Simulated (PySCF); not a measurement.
Molfile (atoms numbered from 1):
```
C7H4O3
     RDKit          3D

 14 15  0  0  0  0  0  0  0  0999 V2000
    3.7346   -0.1630   -0.5438 O   0  0  0  0  0  0  0  0  0  0  0  0
    2.8825   -0.0276    0.3006 C   0  0  0  0  0  0  0  0  0  0  0  0
    1.4583   -0.0275    0.0544 C   0  0  0  0  0  0  0  0  0  0  0  0
    0.7619   -0.1730   -1.1368 C   0  0  0  0  0  0  0  0  0  0  0  0
   -0.5853   -0.0907   -0.7691 C   0  0  0  0  0  0  0  0  0  0  0  0
   -1.8341   -0.1285   -1.2658 O   0  0  0  0  0  0  0  0  0  0  0  0
   -2.6520    0.0362   -0.2011 C   0  0  0  0  0  0  0  0  0  0  0  0
   -1.9817    0.1814    0.9824 C   0  0  0  0  0  0  0  0  0  0  0  0
   -0.6207    0.0991    0.6181 C   0  0  0  0  0  0  0  0  0  0  0  0
    0.6136    0.1385    1.1236 O   0  0  0  0  0  0  0  0  0  0  0  0
    3.1327    0.1120    1.3688 H   0  0  0  0  0  0  0  0  0  0  0  0
    1.2018   -0.3151   -2.1016 H   0  0  0  0  0  0  0  0  0  0  0  0
   -3.7048    0.0339   -0.4048 H   0  0  0  0  0  0  0  0  0  0  0  0
   -2.4074    0.3238    1.9530 H   0  0  0  0  0  0  0  0  0  0  0  0
  1  2  2  0
  2  3  1  0
  3  4  2  0
  4  5  1  0
  5  6  1  0
  6  7  1  0
  7  8  2  0
  8  9  1  0
  9 10  1  0
 10  3  1  0
  9  5  2  0
  2 11  1  0
  4 12  1  0
  7 13  1  0
  8 14  1  0
M  END
```

- coordinates at the GFN2-xTB level
- shieldings: GIAO PBE0/pcSseg-1
- code: PySCF
- in vacuum, single conformer, relativity neglected

References, each an isolated molecule treated in the same way: $^{13}$C and $^{1}$H against TMS; H2O for $^{17}$O.

```tsv
atoms	nucleus	count	Hirshfeld charge	δ (ppm)
O10	$^{17}$O	1	-0.06	250.5
C9	$^{13}$C	1	0.05	161.7
C7	$^{13}$C	1	0.03	155.2
C3	$^{13}$C	1	0.04	161.3
C5	$^{13}$C	1	0.03	?
H12	$^{1}$H	1	0.07	7.55
H13	$^{1}$H	1	0.07	7.84
H11	$^{1}$H	1	0.04	?
O1	$^{17}$O	1	-0.24	?
C2	$^{13}$C	1	0.10	183.1
O6	$^{17}$O	1	-0.06	?
C4	$^{13}$C	1	-0.06	108.2
C8	$^{13}$C	1	-0.08	104.6
H14	$^{1}$H	1	0.07	6.73
```

Complete the table.

Answers


- C5: 156.8 ppm, ring-fusion aromatic carbon
- H11: 10.04 ppm, hydrogen on an aldehyde carbonyl carbon; the formyl region, downfield of aromatic protons
- O1: 630.0 ppm, aldehyde oxygen
- O6: 249.2 ppm, aromatic ring oxygen

Shifts are as computed. Against solution values, carbons near 30 ppm lie about +3 ppm off and those near 130 ppm about +5 ppm. Of 1211 compounds with measured shifts, 218 miss one by over three times the rms of a fit or turn the order of signals round; such compounds aren't used in these exercises. Unscaled 17O shifts of doubly bonded oxygen tend to come out too high, by tens of ppm or more. Experimental scales use liquid or dissolved standards, which lie at an offset from isolated H2O (liquid H2O: subtract about 36 ppm).
